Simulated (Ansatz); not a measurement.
Basis-set extrapolation for `FC1(F)C=CC1(F)F` (PBE0-D4/def2-TZVP geometry, frozen core, Ansatz). Multiplicity 1, RHF reference.

```
                      def2-TZVPP   def2-QZVPP
                 HF  -550.568131  -550.591414
    MP2 correlation    -1.602897    -1.740633
CCSD(T) correlation    -1.680042      not run
```

Energies in hartree. Use E(X) = E(∞) + A·exp(−7.88·√X) for Hartree–Fock and E(X) = E(∞) + B·X^(−2.97) for correlation, with X = 3 and 4, and add CCSD(T) minus MP2 of the smaller set to the MP2 limit.

**Question.** What is the CCSD(T) energy at the basis-set limit?

**Answer.** HF limit: -550.591414 + (-0.023283) × 0.13774 = -550.59462. MP2 limit: -1.740633 + (-0.137736) × 0.74074 = -1.84266. Higher-order term: -1.680042 − (-1.602897) = -0.07715. Total: -552.51443 hartree, 699.1 kJ/mol below CCSD(T)/def2-TZVPP.
